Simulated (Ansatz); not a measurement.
AlH5O2PSb (`[OH][SbH][Al]([OH])[PH2]`). Total charge 0; spin multiplicity 1. Sb takes the def2 core potential.

Cartesian coordinates in Å:
```
O -0.0313 2.3565 1.2894
Sb 0.8678 2.0632 -0.4546
Al 0.5796 -0.6048 -0.4234
O 1.0836 -1.6085 -1.6955
P -0.2710 -1.7223 1.4346
H -0.7863 1.7761 1.4144
H -0.5471 2.1114 -1.4429
H 1.4892 -1.3124 -2.5080
H -1.1595 -0.6606 1.7618
H -1.2249 -2.3987 0.6241
```

**Question.** What are the harmonic wavenumbers in cm⁻¹ at PBE0-D4/def2-TZVP (Ansatz, finite differences of forces, unscaled)? (An estimate is asked.)

**Answer.** Computed: 27, 62, 96, 129, 148, 159, 202, 243, 324, 427, 449, 520, 579, 592, 630, 648, 853, 905, 1081, 1886, 2392, 2404, 3878, 3965.

**Question.** Is this a minimum?

**Answer.** Yes, all 24 modes are real.

**Question.** Give the ideal-gas thermochemistry at 298.15 K and 1 bar (rigid rotor, harmonic oscillator; point group C1, symmetry number 1).

**Answer.** Zero-point energy 135.2 kJ/mol; H(298) − E = 164.4 kJ/mol; entropy 434.1 J/(mol·K), of which translation 175.9, rotation 125.3, vibration 132.9; G(298) − E = 35.0 kJ/mol. Modes under 100 cm⁻¹ are hindered rotations or soft bends, so the harmonic entropy is rough.

**Question.** And at 400, 500, 600, 800 and 1000 K?

**Answer.** 
```tsv
T (K)	H − E (kJ/mol)	S (J/mol/K)	G − E (kJ/mol)
400	179.8	478.6	-11.6
500	196.3	515.3	-61.3
600	213.7	546.9	-114.5
800	250.5	599.7	-229.3
1000	289.2	642.9	-353.7
```
